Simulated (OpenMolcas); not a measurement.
# OpenMolcas run: Tc²⁺

Input:

```
&GATEWAY
Coord
1

Tc 0.0 0.0 0.0
Basis=ANO-R3
Group=XYZ
NoMove
AngMom=0.0 0.0 0.0
AMFI
&SEWARD
* reference wave functions (RASSCF and RASSI steps not shown): 5 electrons in 5 orbitals (4d)
>>> COPY JOB001 $Project.JobIph
&CASPT2
Multistate=1 1
Frozen=8 6
IPEA=0.6
Shift=0.15
MaxIter=60
WThr=0.0 0.3 0.05
PrWF=0.5
NoMix
>>> COPY JOB002 $Project.JobIph
&CASPT2
XMultistate=12 1 2 3 4 5 6 7 8 9 10 11 12
Frozen=8 6
IPEA=0.6
Shift=0.15
MaxIter=60
WThr=0.0 0.3 0.05
PrWF=0.5
NoMix
```

Launched by
```bash
OMP_NUM_THREADS=1 MOLCAS_MEM=2252 MOLCAS_PROJECT=a pymolcas a.inp > a.log  # once for each step of the input, in one work folder
```

Output, cut to the results:

```
--- CASPT2 ---
Orbital specifications:
      -----------------------

      Symmetry species                           1   2
                                                ag  au
      Frozen orbitals                            8   6
      Inactive orbitals                          1   3
      Active orbitals                            5   0
      Secondary orbitals                        37  41
      Deleted orbitals                           0   0
      Number of basis functions                 51  50
Type of calculation                        SS-CASPT2
      Fock operator                              state-specific
      IPEA shift                                 0.60
      Real shift                                 0.15
      Imaginary shift                            0.00
      The input orbitals will be transformed to quasi-canonical
Reference energy:       -4282.3681850280
      E2 (Non-variational):      -0.3832430083
      Shift correction:          -0.0089246450
      E2 (Variational):          -0.3921676534
      Total energy:           -4282.7603526814
      Residual norm:              0.0000002510
      Reference weight:           0.94384
      Contributions to the CASPT2 correlation energy
      Active & Virtual Only:         -0.0598172613
      One Inactive Excited:          -0.1932502748
      Two Inactive Excited:          -0.1301754722
::    CASPT2 Root  1     Total energy:  -4282.76035268
--- CASPT2 ---
Orbital specifications:
      -----------------------

      Symmetry species                           1   2
                                                ag  au
      Frozen orbitals                            8   6
      Inactive orbitals                          1   3
      Active orbitals                            5   0
      Secondary orbitals                        37  41
      Deleted orbitals                           0   0
      Number of basis functions                 51  50
Type of calculation                        XMS-CASPT2
      Fock operator                              state-average
      IPEA shift                                 0.60
      Real shift                                 0.15
      Imaginary shift                            0.00
      The input orbitals will be transformed to quasi-canonical
      The input states will be rotated to diagonalize the Fock operator
Reference energy:       -4282.2558273563
      E2 (Non-variational):      -0.4092623116
      Shift correction:          -0.0103791623
      E2 (Variational):          -0.4196414739
      Total energy:           -4282.6754688302
      Residual norm:              0.0000004789
      Reference weight:           0.93528
      Contributions to the CASPT2 correlation energy
      Active & Virtual Only:         -0.0803461937
      One Inactive Excited:          -0.1934300577
      Two Inactive Excited:          -0.1354860602
Reference energy:       -4282.2558273563
      E2 (Non-variational):      -0.4104667631
      Shift correction:          -0.0104393395
      E2 (Variational):          -0.4209061026
      Total energy:           -4282.6767334589
      Residual norm:              0.0000005348
      Reference weight:           0.93493
      Contributions to the CASPT2 correlation energy
      Active & Virtual Only:         -0.0805942375
      One Inactive Excited:          -0.1941985416
      Two Inactive Excited:          -0.1356739839
::    XMS-CASPT2 Root  1     Total energy:  -4282.67504990
::    XMS-CASPT2 Root  2     Total energy:  -4282.67464133
::    XMS-CASPT2 Root  3     Total energy:  -4282.67355180
::    XMS-CASPT2 Root  4     Total energy:  -4282.66901079
::    XMS-CASPT2 Root  5     Total energy:  -4282.66759038
::    XMS-CASPT2 Root  6     Total energy:  -4282.66710681
::    XMS-CASPT2 Root  7     Total energy:  -4282.66687957
::    XMS-CASPT2 Root  8     Total energy:  -4282.66678253
::    XMS-CASPT2 Root  9     Total energy:  -4282.66582366
::    XMS-CASPT2 Root 10     Total energy:  -4282.66061869
::    XMS-CASPT2 Root 11     Total energy:  -4282.65995270
::    XMS-CASPT2 Root 12     Total energy:  -4282.65915144
```

In XMS-CASPT2 the single-state energies belong to rotated reference states; over a whole degenerate manifold the rotation is arbitrary, and only the multistate roots count.

Levels above the lowest, from the spin-orbit matrix with the multistate effective Hamiltonian, averaged by term, added to it:

| Configuration | Term | J | E (eV) | g | Term weight % |
| --- | --- | --- | --- | --- | --- |
| 4d⁵ | ⁶S | 5/2 | 0.0000 | 1.999 | 99 |
| 4d⁵ | ⁴G | 11/2 | 2.491 | 1.273 | 100 |
| 4d⁵ | ⁴G | 5/2 | 2.491 | 0.570 | 100 |
| 4d⁵ | ⁴G | 7/2 | 2.491 | 0.984 | 100 |
| 4d⁵ | ⁴G | 9/2 | 2.491 | 1.172 | 100 |
| 4d⁵ | ⁴P | 3/2 | 2.754 | 1.735 | 100 |
| 4d⁵ | ⁴P | 1/2 | 2.754 | 2.671 | 100 |
| 4d⁵ | ⁴P | 5/2 | 2.775 | 1.604 | 99 |

CASPT2 breaks the degeneracy within a term, and the mean is taken; among the terms shown or strongly mixed into the levels shown the widest spread is 2000 cm-1 (4d⁵ ⁴G). Levels of configurations with an s electron are missing; early in the row they begin among the upper levels of the d shell and mix with terms of their name. Terms from blocks run as CI alone lack orbitals of their own. Only configurations of the active space appear. The first state left out of the spin-orbit step lies near 30000 cm-1 above the lowest spin-free state of the reference (among the parities and spins computed), and the list stops at four fifths of that energy or lower.

The CASPT2 steps took 3.4 s on 1 thread of Arm Neoverse V1 (shared host); the integral step is not counted.

The term weight is that of the spin-free term in the level, not the purity of its configuration.
